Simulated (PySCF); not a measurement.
Gas-phase reaction: ZrCl₃OH + HOCl → ZrCl₂(OH)₂ + 2 Cl

Energies from PySCF, thermal terms from the rigid-rotor harmonic-oscillator model, ideal gas at 1 bar. † marks an energy on the PBE0/def2-TZVP geometry and frequencies. MP2 and CCSD(T) freeze the core. Open shells (unrestricted): Cl (multiplicity 2); the rest are closed-shell singlets. Spin-orbit splitting is ignored; it lowers the true energy and changes the entropy of Cl. B3LYP is the form with VWN-RPA correlation. Zr: scalar-relativistic def2 core potential, no spin-orbit coupling. ZrCl₃OH, ZrCl₂(OH)₂: computed as isolated molecules; such fragments, hydroxides, amides, oligomers or adducts are transient or little studied in the gas. MP2 isn't extrapolated to the basis-set limit. CCSD(T) isn't extrapolated to the basis-set limit.

| level | ΔH°(298 K), kJ |
|---|---|
| B3LYP/def2-TZVP† | [?] |
| CCSD(T)/def2-SVP† | 125 |
| MP2/def2-TZVPP† | 193 |
| PBE/def2-TZVP† | 227 |
| PBE0/def2-QZVP† | [?] |
| LDA/def2-TZVP† | [?] |
| ωB97M-V/def2-TZVP† | 200 |
| ωB97X-V/def2-TZVP† | [?] |

Question: Complete the blanks.

Answer: 
- B3LYP/def2-TZVP†, ΔH°(298 K), kJ: 178
- PBE0/def2-QZVP†, ΔH°(298 K), kJ: 201
- LDA/def2-TZVP†, ΔH°(298 K), kJ: 295
- ωB97X-V/def2-TZVP†, ΔH°(298 K), kJ: 193
